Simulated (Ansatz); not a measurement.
Correlation energies of `FB1B[SiH2]1` by basis set

```xyz
7

F     2.120    1.247    0.031
B     1.296    0.371    0.455
B     0.193   -0.630    0.830
Si   -0.902   -0.046   -0.553
H     0.015   -1.470    1.646
H    -2.259   -0.514   -0.941
H    -0.463    1.042   -1.469
```

Total charge 0; spin multiplicity 1. Geometry: relaxed with PBE0-D4/def2-TZVP. Frozen core, restricted reference, the Gaussian-basis code of Ansatz. CBS rows extrapolate triple and quadruple zeta; past MP2 they add the triple-zeta difference.

```
     basis     HF (Eh)  MP2 corr.
  def2-SVP  -439.22420   -0.45269
def2-TZVPP  -439.51051   -0.56804
def2-QZVPP  -439.52599   -0.61243
```

(1) Estimate the CCSD correlation energy and the (T) correction in each basis where they were run (hartree).

Answers

(1) 
```
     basis  CCSD corr.       (T)
  def2-SVP    -0.48714  -0.01765
def2-TZVPP    -0.59813  -0.02668
 CBS(def2)    -0.67539     as TZ
```
